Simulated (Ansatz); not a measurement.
Stepwise reaction of `F[SiH](F)[SeH]` with hydrogen, as a gas-phase model of exchange steps in deposition or etching. ΔE in kJ/mol; ΔG adds harmonic PBE0-D4 terms to CCSD(T)/CBS, at 1 bar.

Isolated molecules relaxed with PBE0-D4/def2-TZVP in Ansatz; ΔE leaves out vibrations. CCSD(T)/CBS is the MP2 limit (def2-TZVPP, def2-QZVPP) plus CCSD(T) − MP2 in def2-TZVPP, frozen cores. This one scheme is used for every species. Functionals use def2-TZVPP. B3LYP here is the variant with VWN-RPA as its local correlation; programs differ in this. For Se outer-core shells are correlated without core-valence functions, which leaves a few kJ/mol of doubt a bond. Scalar relativity is left out up to krypton. Each species was taken in one conformer, which may not be the lowest.

```csv
step,reaction,PBE-D4,B3LYP-D4,ωB97M-V,CCSD(T)/CBS,ΔG(600 K)
1,`F[SiH](F)[SeH]` + H₂ → `F[SiH2][SeH]` + H–F,120.7,128.8,129.5,125.6,124.5
```

Give the row of step 2, `F[SiH2][SeH]` + H₂ → `[SiH3][SeH]` + H–F. (Best estimate.)

Computed: 
| step | reaction | PBE-D4 | B3LYP-D4 | ωB97M-V | CCSD(T)/CBS | ΔG(600 K) |
| --- | --- | --- | --- | --- | --- | --- |
| 2 | `F[SiH2][SeH]` + H₂ → `[SiH3][SeH]` + H–F | 110.6 | 118.3 | 118.2 | 114.7 | 109.6 |

By hand: ΔE of the 2 steps together at CCSD(T)/CBS.

(125.6) + (114.7) = 240.3 kJ/mol, or 120.2 kJ/mol a step.

In ΔE each step is lower than the one before. All are uphill at CCSD(T)/CBS. ΔG lies between 109.6 and 124.5 kJ/mol a step. PBE-D4 differs from CCSD(T)/CBS by -4.9 to -4.1 kJ/mol a step. Isolated molecules leave out the surface, adducts and barriers. Largest T1 diagnostic: 0.011.
